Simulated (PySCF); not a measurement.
C3H6BFO2, SMILES C=C(C)OB(O)F.

Geometry optimised at ωB97X-D3(BJ)/def2-SVP. One conformer was computed; it need not be the lowest.

Calculation: PBE/def2-TZVP run with PySCF.

Gas-phase values at a fixed geometry.

Question: Estimate the frontier levels, gap, dipole moment and polarisability. (Estimate from the structure and the level; the computed values follow.)

Answer: 
```yaml
highest_occupied_level: -5.83 eV
lowest_empty_level: -0.66 eV
orbital_gap: 5.17 eV
dipole_moment: 0.116 e·Å
quadrupole, principal values (traceless, Buckingham form, about the centre of nuclear charge): -9.42, -2.03, 11.45 D·Å
mean_static_polarisability: 59.3 bohr³ (8.79 Å³)
polarisability_principal_values: 42.6, 64.3, 71.1 bohr³
```
